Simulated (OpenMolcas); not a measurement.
**As: effect of the basis set**

| Property | Result |
| --- | --- |
| Program | OpenMolcas 26.06 |
| Method | CASSCF |
| Active space | 3 electrons in 3 orbitals (4p) |
| State averaging | 2S+1 = 4 odd, 1 root; 2S+1 = 2 odd, 8 roots |
| Spin-orbit coupling | RASSI with atomic mean-field integrals over the reference wave functions, term energies averaged over their components |

A. ANO-RCC-VDZP [5s4p2d], DKH2, point nucleus; cost of the order of 2.3 core-seconds
B. ANO-R1 [5s4p3d1f], X2C, finite nucleus; cost about 1.6 core-seconds
C. ANO-RCC-VTZP [6s5p3d1f], DKH2, point nucleus; cost roughly 2.6 core-seconds
D. ANO-RCC-VQZP [7s6p4d2f1g], DKH2, point nucleus; cost roughly 2.5 core-seconds
E. ANO-R2 [6s5p4d3f1g], X2C, finite nucleus; cost roughly 2.1 core-seconds
F. ANO-R3 [7s6p5d3f2g], X2C, finite nucleus; cost of the order of 3 core-seconds

Energies in cm-1 above 4s2 4p3 4S* 3/2, the measured ground level; measured values from NIST Handbook of Basic Atomic Spectroscopic Data.

```json
{"Level": "4s2 4p3 4S* 3/2", "A": "0.0", "B": "0.0", "C": "0.0", "D": "0.0", "E": "0.0", "F": "0.0", "Measured": "0.0"}
{"Level": "4s2 4p3 2D* 3/2", "A": "14442", "B": "14828", "C": "14532", "D": "14502", "E": "14568", "F": "14504", "Measured": "10593"}
{"Level": "4s2 4p3 2D* 5/2", "A": "14628", "B": "14987", "C": "14712", "D": "14688", "E": "14757", "F": "14686", "Measured": "10915"}
{"Level": "4s2 4p3 2P* 1/2", "A": "24156", "B": "24871", "C": "24284", "D": "24234", "E": "24405", "F": "24248", "Measured": "18186"}
{"Level": "4s2 4p3 2P* 3/2", "A": "24406", "B": "25085", "C": "24525", "D": "24481", "E": "24656", "F": "24491", "Measured": "18648"}
```

Deviations, from unrounded energies. A percentage is the sum of absolute deviations over the sum of measured energies, with the sign that they share, or ± where signs differ.

| Against measurement | Levels | A | B | C | D | E | F |
| --- | --- | --- | --- | --- | --- | --- | --- |
| mean absolute deviation (cm-1) | 4 | 4800 | 5400 | 4900 | 4900 | 5000 | 4900 |
| other terms of the ground configuration (%) | 4 | +33.1 | +36.7 | +33.8 | +33.5 | +34.4 | +33.6 |

A, C, D, E, F lie about equally close to measurement and B furthest from it. The largest miss of A in the table is 4s2 4p3 2P* 1/2, by +6000 cm-1. The ranking rests on the paired levels alone, and a cruder setting can come out closer through cancelling errors.

Among A to F the level of the table that moves most is 4s2 4p3 2P* 1/2, by 710 cm-1 (lowest in A, highest in B).

Without dynamic correlation excited terms often stand tens of per cent too high (terms of higher spin than the ground term too low), and those without a measured partner can miss by more than the paired ones. With the s shell closed, the reference lacks s² → p² mixing. Measured partners are found by configuration, term and J. A level has none where our copy of the source lacks it or the pairing is in doubt (some pairs that miss far off the trend of their configuration count as doubtful), and it then counts in no deviation. Levels of configurations outside the active space are missing.

* marks odd parity.
